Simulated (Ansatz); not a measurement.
Mulliken charges of `N#[C][GaH][OH]` from PBE/def2-TZVPP in Ansatz (PBE0-D4/def2-TZVP geometry).

```tsv
atom	x (Å)	y (Å)	z (Å)	charge (e)
N1	1.581	-1.869	1.349	0.033
C2	1.011	-1.082	0.728	-0.227
Ga3	0.131	0.248	-0.366	0.356
O4	-1.524	0.549	0.185	-0.335
H5	0.804	0.951	-1.570	-0.011
H6	-2.004	1.203	-0.326	0.184
```

Task: By hand: the dipole of these point charges (1 e Å = 4.8032 D).

Result: Σ q r = (0.002, 0.299, -0.356) e Å, of length 0.465 e Å = 2.23 D.

Task: How does the dipole of the full density compare? (Estimate.)

Result: The calculation gave: (-0.299, 0.666, -0.625) e Å, 4.62 D; the point charges give 0.48 times that, at 20° from its direction.

Point charges leave out the atoms' own dipoles, such as those of lone pairs, and Mulliken's split depends on the basis, so the two needn't agree.
